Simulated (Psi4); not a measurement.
Pair of molecules, SMILES S with SMILES [H][H], pulled apart as rigid monomers along the line of their centres of mass from the B3LYP-D3(BJ)/def2-TZVP minimum (SMILES order as in the coordinates).
Starting geometry (charge 0, multiplicity 1):
```xyz
5

S      0.4991    -0.6680     0.1584
H     -0.8080    -0.9414     0.2976
H      0.2840     0.6572     0.1677
H      0.1559    -0.1741     3.2753
H     -0.0537     0.0274     3.9616
```

All values below come from SAPT0/jun-cc-pV(D+d)Z (Psi4).

```tsv
S1···H4 (Å)	electrostatics (kcal/mol)	exchange (kcal/mol)	induction (kcal/mol)	dispersion (kcal/mol)	total
2.86	-1.27	2.88	-0.51	[?]	0.45
3.17	-0.62	1.11	-0.20	-0.35	-0.06
3.65	[?]	0.26	-0.05	-0.15	-0.18
4.44	-0.08	0.02	-0.01	-0.05	-0.10
5.71	-0.02	0.00	0.00	-0.01	-0.03
```

**Question.** What belongs in the gaps?

**Answer.** 
- 3.65, electrostatics (kcal/mol): -0.24
- 2.86, dispersion (kcal/mol): -0.65
